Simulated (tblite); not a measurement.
Compound: C5H8O3Si.
Cartesian coordinates in Å at the GFN2-xTB level; atoms count from 1:
```
atom  x, y, z in Å
C1     3.6088   -1.7873    0.8262
C2     2.8014   -1.0582    0.3199
C3     1.8490   -0.1647   -0.2998
O4     2.1492    0.6652   -1.1165
O5     0.6191   -0.3747    0.1412
Si6   -0.7246    0.5124   -0.3237
C7    -0.5118    2.3489    0.0452
O8    -1.8971    0.0262    0.6738
C9    -2.3683   -1.2669    0.9376
H10    4.3166   -2.4251    1.2699
H11   -0.9607    0.1559   -1.7212
H12    0.3554    2.7377   -0.4778
H13   -1.3769    2.9203   -0.2714
H14   -0.3691    2.5252    1.1085
H15   -2.9378   -1.6435    0.0852
H16   -3.0186   -1.2100    1.8108
H17   -1.5417   -1.9494    1.1419
```

Level: GFN2-xTB in tblite, geometry and Hessian alike; calculated harmonic values, unscaled, isolated species. Against measured fundamentals such values can be off by several per cent, at times by over 20. Modes of hydrogen on silicon can be 10 to 20 % off. One conformer, not necessarily the lowest.

Harmonic wavenumbers (cm⁻¹): 38.0, 53.7, 71.0, 89.4, 95.4, 106.2, 138.5, 149.3, 190.7, 230.2, 286.3, 296.5, 440.1, 564.1, 629.8, 651.8, 666.5, 707.7, 736.3, 747.9, 766.0, 803.8, 834.3, 867.4, 926.4, 1126.4, 1132.4, 1155.9, 1205.3, 1372.8, 1408.1, 1468.4, 1476.0, 1477.5, 1481.6, 1742.0, 2247.0, 2276.3, 2956.6, 2971.6, 2992.0, 3027.9, 3062.1, 3065.9, 3373.8.

A = 2207, B = 858.4, C = 664.2 MHz; mass 144.024 u (most abundant isotopes); point group C1, symmetry number 1.

Q: Zero-point energy?

A: ½Σν̃ = 26053 cm⁻¹ = 311.67 kJ/mol.

Q: What is S at 400 K and 1 bar for an ideal gas of classical rigid rotors and harmonic oscillators?

A: Translation 176.95, rotation 128.87, vibration 222.10: S = 527.9 J/(mol K).

Q: And Cp and H(400 K) − H(0)?

A: Cp = 211.83 J/(mol K), of which vibrations give 178.57 (their classical limit is 45 R = 374.2); H(400 K) − H(0) = 55.02 kJ/mol without the zero-point energy, 41.71 from vibrations.

Q: Which modes carry the vibrational entropy at 400 K?

A: 38.0 cm⁻¹: 24.87; 53.7 cm⁻¹: 22.00; 71.0 cm⁻¹: 19.69; 89.4 cm⁻¹: 17.78; 95.4 cm⁻¹: 17.25; 106.2 cm⁻¹: 16.37 J/(mol K); the other 39 give 104.15 together.

Q: Blend soft modes into free rotors: weight 1/[1 + (100 cm⁻¹/ν̃)⁴] for the oscillator and the rest for a rotor with moment μB/(μ + B), μ = h/(8π²ν), B = 10⁻⁴⁴ kg m². What vibrational entropy results?

A: 197.64 J/(mol K) in place of 222.10, which changes −T·S at 400 K by +9.78 kJ/mol.

Q: How do the functions run with temperature in this model?

A: 
```
T (K)  S (J/(mol K))  Cp (J/(mol K))  H − H(0) (kJ/mol)  G − H(0) (kJ/mol)  ln q(vib)
  100          323.1           103.7               7.01             -25.30       3.20
  200          407.1           142.1              19.34             -62.08       7.32
  300          471.8           179.2              35.42            -106.11      10.91
  500          578.2           238.8              77.59            -211.50      17.20
  800          703.8           295.0             158.40            -404.61      25.27
 1000          772.4           319.6             219.98            -552.38      29.99
```

q(vib) and H(0) count from the zero-point level.

Hindered rotation and anharmonicity are outside this model. Other conformers, if any are populated, would add a mixing term that is left out. The structure is chiral; the term R ln 2 for an equal mix with its mirror image is left out.
